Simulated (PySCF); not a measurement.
Working out the ionisation energy of Br⁺

Br⁺ [Ar] 3d10 4s2 4p4 (3P) → Br²⁺ [Ar] 3d10 4s2 4p3 (4S). Calculation: PySCF 2.14, in jorge-DZP-DKH; the spin-free X2C one-electron Hamiltonian (Gaussian nucleus). Frozen: [Ar] 3d10. Energies in hartree (1 hartree = 27.21139 eV):

| part | Br⁺ (lower) | Br²⁺ (upper) |
| --- | --- | --- |
| UHF | -2603.876404 | -2603.132956 |
| CCSD correlation | -0.038962 | -0.032362 |
| (T) | -0.000264 | -0.000161 |

Task: What does Hartree-Fock give?

Result: (-2603.132956) − (-2603.876404) = 0.743448 hartree = 20.230 eV.

Task: What do CCSD and CCSD(T) give?

Result: The CCSD correlation energies differ by 0.006600 hartree = 0.180 eV and the triples by 0.000103 hartree = 0.003 eV, so CCSD gives 20.410 eV and CCSD(T) 20.413 eV.

Measured between the centres of the two terms (NIST): 21.409 eV, so CCSD(T) (valence) is off by -0.996 eV.

A double-zeta basis recovers only part of the correlation energy.

What remains against the reference includes basis incompleteness, the frozen core and higher excitations.
